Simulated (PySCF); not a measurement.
C3H6Cl (SMILES C[C](C)Cl), doublet, geometry from GFN2-xTB; PySCF with HF/6-31G*.

PySCF was given this input:
```python
from pyscf import gto, scf

mol = gto.Mole()
mol.atom = '''
    C    -1.127145    0.548310   -1.120611
    C     0.058587    0.016523   -0.407076
    C     1.439133    0.429022   -0.756112
    Cl   -0.194991   -0.568066    1.186936
    H    -1.375195    1.568247   -0.799813
    H    -0.930268    0.577658   -2.190908
    H    -2.001382   -0.073346   -0.936063
    H     2.167363   -0.267123   -0.343959
    H     1.679955    1.426234   -0.365878
    H     1.550922    0.462324   -1.838495
'''
mol.basis = '6-31g*'
mol.charge = 0
mol.spin = 1
mol.verbose = 4
mol.build()

mf = scf.UHF(mol)
mf.kernel()
```

The log (banner, timings and long lists left out):

```
PySCF version 2.14.0

[INPUT] verbose = 4
[INPUT] num. atoms = 10
[INPUT] num. electrons = 41
[INPUT] charge = 0
[INPUT] spin (= nelec alpha-beta = 2S) = 1
[INPUT] symmetry False subgroup None
[INPUT] Mole.unit = angstrom
[INPUT] Symbol           X                Y                Z      unit          X                Y                Z       unit  Magmom
[INPUT]  1 C     -1.127145000000   0.548310000000  -1.120611000000 AA   -2.129995352673   1.036155731360  -2.117647882175 Bohr   0.0
[INPUT]  2 C      0.058587000000   0.016523000000  -0.407076000000 AA    0.110713384460   0.031223944756  -0.769262151883 Bohr   0.0
[INPUT]  3 C      1.439133000000   0.429022000000  -0.756112000000 AA    2.719567226824   0.810734081413  -1.428844599497 Bohr   0.0
[INPUT]  4 Cl    -0.194991000000  -0.568066000000   1.186936000000 AA   -0.368479586755  -1.073489160677   2.242983967387 Bohr   0.0
[INPUT]  5 H     -1.375195000000   1.568247000000  -0.799813000000 AA   -2.598741917871   2.963557325671  -1.511427520867 Bohr   0.0
[INPUT]  6 H     -0.930268000000   0.577658000000  -2.190908000000 AA   -1.757951742447   1.091615413664  -4.140216084119 Bohr   0.0
[INPUT]  7 H     -2.001382000000  -0.073346000000  -0.936063000000 AA   -3.782063850634  -0.138603852332  -1.768902705339 Bohr   0.0
[INPUT]  8 H      2.167363000000  -0.267123000000  -0.343959000000 AA    4.095722482516  -0.504789311572  -0.649988308079 Bohr   0.0
[INPUT]  9 H      1.679955000000   1.426234000000  -0.365878000000 AA    3.174654851594   2.695191649543  -0.691409215004 Bohr   0.0
[INPUT] 10 H      1.550922000000   0.462324000000  -1.838495000000 AA    2.930817820563   0.873665740813  -3.474252031382 Bohr   0.0

nuclear repulsion = 156.846092211298
number of shells = 38
number of NR pGTOs = 156
number of NR cGTOs = 72
basis = 6-31g*
ecp = {}

******** <class 'pyscf.scf.uhf.UHF'> ********
method = UHF
initial guess = minao
damping factor = 0
level_shift factor = 0
DIIS = <class 'pyscf.scf.diis.CDIIS'>
diis_start_cycle = 1
diis_space = 8
diis_damp = 0
SCF conv_tol = 1e-09
SCF conv_tol_grad = None
SCF max_cycles = 50
direct_scf = True
direct_scf_tol = 1e-13
number electrons alpha = 21  beta = 20
Set gradient conv threshold to 3.16228e-05
init E= -577.088735552173

cycle= 1 E= -576.472607596341  delta_E= 0.616  |g|= 0.286  |ddm|= 1.96
cycle= 2 E= -576.527925433772  delta_E= -0.0553  |g|= 0.131  |ddm|= 0.482
cycle= 3 E= -576.538421630735  delta_E= -0.0105  |g|= 0.0453  |ddm|= 0.175
cycle= 4 E= -576.540705982537  delta_E= -0.00228  |g|= 0.0125  |ddm|= 0.0996
cycle= 5 E= -576.540985333374  delta_E= -0.000279  |g|= 0.0057  |ddm|= 0.0334
cycle= 6 E= -576.541049978244  delta_E= -6.46e-05  |g|= 0.00244  |ddm|= 0.0173
cycle= 7 E= -576.541063025895  delta_E= -1.3e-05  |g|= 0.00101  |ddm|= 0.00884
cycle= 8 E= -576.541065293317  delta_E= -2.27e-06  |g|= 0.000424  |ddm|= 0.00383
cycle= 9 E= -576.541065724928  delta_E= -4.32e-07  |g|= 0.000153  |ddm|= 0.00187
cycle= 10 E= -576.541065776952  delta_E= -5.2e-08  |g|= 4.57e-05  |ddm|= 0.000712
cycle= 11 E= -576.541065781005  delta_E= -4.05e-09  |g|= 1.19e-05  |ddm|= 0.000188
cycle= 12 E= -576.541065781238  delta_E= -2.33e-10  |g|= 4.09e-06  |ddm|= 3.71e-05
Extra cycle  E= -576.541065781261  delta_E= -2.3e-11  |g|= 2.28e-06  |ddm|= 8.33e-06
converged SCF energy = -576.541065781261  <S^2> = 0.76487241  2S+1 = 2.0148175
```
